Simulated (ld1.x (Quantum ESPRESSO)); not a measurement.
# boron: variants of one TM potential

Base potential:

- Element: B (Z = 5)
- Generator: ld1.x (Quantum ESPRESSO) 7.5
- Type: norm-conserving Troullier–Martins (Kleinman–Bylander form)
- Functional: PBE
- Relativity: scalar-relativistic
- Frozen core: [He]
- Valence charge: 3
- Reference configuration: 2s2 2p1
- Partial waves: 2s (bound): rc 1.10 bohr; 2p (bound): rc 3.35 bohr
- Local potential: all-electron potential smoothed inside 2.15 bohr (lloc = -2)
- Core correction: none

All-electron outer shells of the reference configuration (PBE, scalar-relativistic, ld1.x):

```
shell  level (eV)  outermost node (bohr)  outermost maximum (bohr)
   1s     -180.59                      –                      0.21
   2s       -9.44                   0.46                      1.52
   2p       -3.61                      –                      1.57
```

Cutoffs, loose and tight: the cutoffs (Ry, on a coarse ladder) from which the occupation-weighted sum of valence levels, in a spherical-Bessel basis at the reference potential, stays within 10 and 1 mRy of its value at 400 Ry. They do not see the model core or the augmentation charge, which bear on the density cutoff. Test errors are all-electron minus pseudo excitation energies from the reference, over the configurations 2s2 2p0; 2s1 2p0; 2s2 2p0.5; 2s2 2p1.3; 2s1 2p2; 2s1 2p1; 2s0 2p3. A dash means not determined; rows that change the core or the reference have their own tests.

A true bound ghost makes a file unfit for plane-wave use even where its test errors are small: the radial tests pick states by their node count and pass the ghost by.

```tsv
change	outcome	cutoff, loose	cutoff, tight	bound ghosts	largest test error (meV)
base	generated	25 Ry	70 Ry	s	+245
wave 2s (bound): rc 1.10 bohr becomes 2s (bound): rc 1.44 bohr	generated	21 Ry	50 Ry	s	+243
local potential the s channel	generated	21 Ry	70 Ry	none	+390
non-relativistic	generated	25 Ry	70 Ry	s	+248
wave 2p (bound): rc 3.35 bohr becomes 2p (bound): rc 2.74 bohr	generated	25 Ry	70 Ry	s	+71
local potential all-electron potential smoothed inside 2.54 bohr (lloc = -2)	generated	21 Ry	70 Ry	none	+417
```

Task: What comes out with this change to the base: reference 2s2 2p0?

Result: outcome: generated; cutoff, loose: 25 Ry; cutoff, tight: 70 Ry; bound ghosts: s; largest test error (meV): +293.

Task: What comes out with this change to the base: all radii scaled by about 0.80 (s 0.88, p 2.68 bohr); local potential all-electron potential smoothed inside 1.72 bohr (lloc = -2)?

Result: outcome: generated; cutoff, loose: 90 Ry; cutoff, tight: 180 Ry; bound ghosts: none; largest test error (meV): +205.

Task: What comes out with this change to the base: all radii scaled by about 0.85 (s 0.94, p 2.86 bohr); local potential all-electron potential smoothed inside 1.84 bohr (lloc = -2)?

Result: outcome: generated; cutoff, loose: 70 Ry; cutoff, tight: 160 Ry; bound ghosts: none; largest test error (meV): +227.
